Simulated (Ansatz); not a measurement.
Reaction (redistribution): `[SeH][SiH2][SeH]` + `N[SiH2]C(O)F` → `N[SiH2][SiH2][SeH]` + `OC(F)[SeH]`

Calculated with Ansatz (gas phase, PBE0-D4/def2-TZVP geometries, no zero-point term in ΔE). CCSD(T)/CBS adds triple-zeta CCSD(T) − MP2 to the extrapolated MP2 energy (def2 sets, frozen cores). For Se outer-core shells are correlated without core-valence functions, which leaves a few kJ/mol of doubt a bond. Scalar relativity is left out up to krypton. One conformer a species, not always the lowest.

| species | SCS-MP2/def2-TZVPP energy (Eh) |
| --- | --- |
| `[SeH][SiH2][SeH]` | -5091.66674 |
| `N[SiH2]C(O)F` | -560.18396 |
| `N[SiH2][SiH2][SeH]` | -3037.07319 |
| `OC(F)[SeH]` | -2614.74227 |

(1) Work out ΔE.

Largest T1 diagnostic among the species: 0.012.

Results:

(1) ΔE = (-3037.07319) + (-2614.74227) − (-5091.66674) − (-560.18396) = 0.03524 Eh = +0.96 eV. CCSD(T)/CBS gives +0.96 eV.

From PBE to PBE0 (25 % exact exchange), in def2-TZVPP and without D4, ΔE moves by +0.04 eV.
